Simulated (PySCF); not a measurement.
PySCF job for GeFCl2Br, SMILES [F][Ge]([Cl])([Cl])[Br], C-PCM-B3LYP/def2-SVP. Coordinates come from a PBE-D3(BJ)/def2-SVP optimisation.

```python
import numpy as np
from pyscf import gto, scf, dft
from pyscf.solvent import pcm

mol = gto.M(
    atom='''
    F    -0.66201058   -1.95085146   -0.00000001
    Ge   -0.40694414   -0.22923640    0.00000000
    Cl   -1.34057232    0.55889824    1.75979375
    Cl   -1.34057231    0.55889824   -1.75979376
    Br    1.84456476    0.16830537    0.00000000
    ''',
    basis='def2-SVP',
    charge=0,
    spin=0,
    max_memory=1600,
    verbose=3,
)
mf = dft.RKS(mol, xc='b3lyp').density_fit(auxbasis='def2-universal-jkfit')
mf.grids.level = 3
mf.conv_tol = 1e-9
mf.max_cycle = 100
mf.kernel()
res = {}
for name, eps in {'water': 78.355, 'N,N-dimethylformamide': 37.219, 'ethanol': 24.852}.items():
    s = mf.PCM()
    s.with_solvent.method, s.with_solvent.eps, s.with_solvent.lebedev_order = 'C-PCM', eps, 29
    s.kernel(mf.make_rdm1())
    res[name] = (s.e_tot, eps, s.dip_moment(), s.mo_energy, s.converged)
    print(f'{name}: electrostatic solvation free energy {(s.e_tot - mf.e_tot) * 627.509474:.3f} kcal/mol')
```

It prints:

```
converged SCF energy = -5670.71773503521

WARN: PCM is an experimental feature. It is still in testing.
Features and APIs may be changed in the future.

converged SCF energy = -5670.72009836258
Dipole moment(X, Y, Z, Debye):  0.69199,  1.17255,  0.00000
water: electrostatic solvation free energy -1.483 kcal/mol

WARN: PCM is an experimental feature. It is still in testing.
Features and APIs may be changed in the future.

converged SCF energy = -5670.72006233862
Dipole moment(X, Y, Z, Debye):  0.68916,  1.16921,  0.00000
N,N-dimethylformamide: electrostatic solvation free energy -1.460 kcal/mol

WARN: PCM is an experimental feature. It is still in testing.
Features and APIs may be changed in the future.

converged SCF energy = -5670.72002826253
Dipole moment(X, Y, Z, Debye):  0.68649,  1.16607,  0.00000
ethanol: electrostatic solvation free energy -1.439 kcal/mol
```

The run converged.
